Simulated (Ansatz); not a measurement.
Cl2GeH4O2Si (`O[Si](O)(Cl)[GeH2][Cl]`). Charge 0, multiplicity 1. All single points use the PBE0-D4/def2-TZVP geometry. It is one conformer, not always the lowest.

```xyz
10

O     1.762   -0.293    0.685
Si    0.645    0.198   -0.396
O     0.862    1.778   -0.693
Cl    0.846   -0.919   -2.114
Ge   -1.559   -0.122    0.424
Cl   -1.442   -2.136    1.241
H     1.789   -1.227    0.906
H     1.717    2.083   -1.006
H    -1.957    0.789    1.594
H    -2.662   -0.152   -0.642
```

(1) What is the dipole moment at r2SCAN/def2-TZVPP? (An estimate is asked.)

(2) And with PBE, B3LYP, ωB97M-V? (An estimate is asked.)

(3) Give the Mulliken charges with r2SCAN, PBE, B3LYP in def2-TZVPP. (Estimate.)

## Answers

(1) The calculation gave: 1.80 D, with components (1.10, 1.39, -0.31) D in this frame, pointing from negative to positive charge.

(2) Computed: PBE 1.72 D, B3LYP 1.74 D, ωB97M-V 1.78 D.

(3) Computed: 
```csv
atom,r2SCAN,PBE,B3LYP
O1,-0.38,-0.31,-0.36
Si2,0.67,0.54,0.66
O3,-0.40,-0.34,-0.38
Cl4,-0.24,-0.21,-0.24
Ge5,0.25,0.22,0.23
Cl6,-0.34,-0.31,-0.34
H7,0.21,0.20,0.20
H8,0.21,0.20,0.20
H9,0.01,0.01,0.01
H10,0.01,0.01,0.02
```

B3LYP here is the variant with VWN-RPA as its local correlation; programs differ in this.
